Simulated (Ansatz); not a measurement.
**Question.** Name a neutral molecule of F, N, Nb, O and H with HOMO–LUMO gap (PBE/def2-TZVPP) between 5.00 and 5.30 eV and zero-point energy (PBE0-D4/def2-TZVP) between 107 and 123 kJ/mol (Ansatz, PBE0-D4/def2-TZVP geometry).

**Answer.** `[NH]=[Nb]([OH])([OH])[F]` (5.18 eV, 112.2 kJ/mol). Other molecules can fit too; these were computed, each in one conformer that needn't be the lowest.
